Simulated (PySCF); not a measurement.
Vertical excitations of a molecule C4H6BFO from TDA-PBE/def2-SVPD run with PySCF, as energy in eV (oscillator strength): 5.95 (0.000), 6.04 (0.002), 6.33 (0.000), 6.73 (0.001), 6.74 (0.125), 6.93 (0.008), 7.03 (0.006), 7.22 (0.002), 7.58 (0.003), 7.66 (0.015). Lowest triplet (TDA): 4.38 eV. Coordinates come from a B3LYP-D3(BJ)/def2-SVP optimisation. The values are those of a single conformer.

Problem. Which molecule gave these data?
(A) C/C=C1/COB1F
(B) FB1CC=CCO1
(C) CB(F)C1=CCO1
(D) O=C[C@H]1CCB1F

Solution. B, FB1CC=CCO1
